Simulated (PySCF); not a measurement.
A structure optimised at B3LYP-D3(BJ)/def2-SVP, used in a PySCF frequency run:

```xyz
10

Ge    -0.1685    -1.7321     0.0000
S      1.3078    -0.0169     0.0000
Al    -0.1152     1.6267     0.0000
O      0.3304     3.2651     0.0000
O     -1.7539     1.1786     0.0000
H     -1.0392    -1.6954    -1.2674
H     -1.0392    -1.6954     1.2674
H      0.7181    -2.9929     0.0000
H      1.2253     3.6148     0.0000
H     -2.5103     1.7710     0.0000
```
Charge 0, spin multiplicity 1.

### Question
Write its SMILES, formula and point group.

### Answer
[OH][Al]([OH])[S][GeH3], AlGeH5O2S, Cs

### Question
What are its rotational constants (standard atomic weights)?

### Answer
4.1423, 0.98019, 0.80076 GHz
